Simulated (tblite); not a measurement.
C₃H₁₀OSi₃.
SMILES: `CC1=CO[SiH2][Si@H]1[SiH3]`

Computed with GFN2-xTB (tblite): harmonic, unscaled wavenumbers at the GFN2-xTB geometry, gas phase. The method is semi-empirical: single wavenumbers can be off by several per cent or more. Modes of hydrogen on silicon can be 10 to 20 % off.

Harmonic wavenumbers (cm⁻¹): 35.4, 68.1, 84.5, 120.7, 127.9, 268.0, 283.9, 296.0, 350.6, 363.3, 393.5, 430.3, 444.4, 505.5, 548.9, 595.4, 602.3, 612.1, 642.4, 702.8, 738.4, 782.0, 806.7, 811.9, 826.1, 840.4, 1005.9, 1032.0, 1155.9, 1179.4, 1280.7, 1404.3, 1483.0, 1492.2, 1653.5, 2070.9, 2220.7, 2226.1, 2231.5, 2235.3, 2251.4, 2990.5, 3002.5, 3007.1, 3014.7.

A = 1858, B = 1179, C = 804.2 MHz; mass 146.004 u (most abundant isotopes); point group C1, symmetry number 1.

**Question.** What is the zero-point energy?

**Answer.** Half the sum of the wavenumbers: 24610 cm⁻¹ = 70.36 kcal/mol.

**Question.** Give the ideal-gas entropy at 273.15 K and 1 bar in the rigid-rotor, harmonic-oscillator model (classical rotation).

**Answer.** Translation 40.44, rotation 29.33, vibration 30.90: S = 100.7 cal/(mol K).

**Question.** And Cp and H(273.15 K) − H(0)?

**Answer.** Cp = 40.48 cal/(mol K), of which vibrations give 32.54 (their classical limit is 45 R = 89.4); H(273.15 K) − H(0) = 6.63 kcal/mol without the zero-point energy, 4.46 from vibrations.

**Question.** How do the functions run with temperature in this model?

**Answer.** 
```json
{"T (K)": "100", "S (cal/(mol K))": "71.9", "Cp (cal/(mol K))": "19.7", "H − H(0) (kcal/mol)": "1.38", "G − H(0) (kcal/mol)": "-5.82", "ln q(vib)": "2.18"}
{"T (K)": "200", "S (cal/(mol K))": "89.4", "Cp (cal/(mol K))": "32.2", "H − H(0) (kcal/mol)": "3.97", "G − H(0) (kcal/mol)": "-13.91", "ln q(vib)": "5.13"}
{"T (K)": "300", "S (cal/(mol K))": "104.6", "Cp (cal/(mol K))": "43.2", "H − H(0) (kcal/mol)": "7.75", "G − H(0) (kcal/mol)": "-23.62", "ln q(vib)": "8.14"}
{"T (K)": "500", "S (cal/(mol K))": "130.5", "Cp (cal/(mol K))": "58.5", "H − H(0) (kcal/mol)": "18.04", "G − H(0) (kcal/mol)": "-47.22", "ln q(vib)": "14.00"}
{"T (K)": "800", "S (cal/(mol K))": "161.3", "Cp (cal/(mol K))": "72.2", "H − H(0) (kcal/mol)": "37.83", "G − H(0) (kcal/mol)": "-91.19", "ln q(vib)": "21.96"}
{"T (K)": "1000", "S (cal/(mol K))": "178.1", "Cp (cal/(mol K))": "78.1", "H − H(0) (kcal/mol)": "52.90", "G − H(0) (kcal/mol)": "-125.17", "ln q(vib)": "26.69"}
```

q(vib) and H(0) count from the zero-point level.

**Question.** Which modes carry the vibrational entropy at 273.15 K?

**Answer.** 35.4 cm⁻¹: 5.33; 68.1 cm⁻¹: 4.04; 84.5 cm⁻¹: 3.61; 120.7 cm⁻¹: 2.92; 127.9 cm⁻¹: 2.81; 268.0 cm⁻¹: 1.46 cal/(mol K); the other 39 give 10.73 together.

**Question.** Blend soft modes into free rotors: weight 1/[1 + (100 cm⁻¹/ν̃)⁴] for the oscillator and the rest for a rotor with moment μB/(μ + B), μ = h/(8π²ν), B = 10⁻⁴⁴ kg m². What vibrational entropy results?

**Answer.** 28.06 cal/(mol K) in place of 30.90, which changes −T·S at 273.15 K by +0.77 kcal/mol.

Hindered rotation and anharmonicity are outside this model. The structure is chiral; the term R ln 2 for an equal mix with its mirror image is left out.
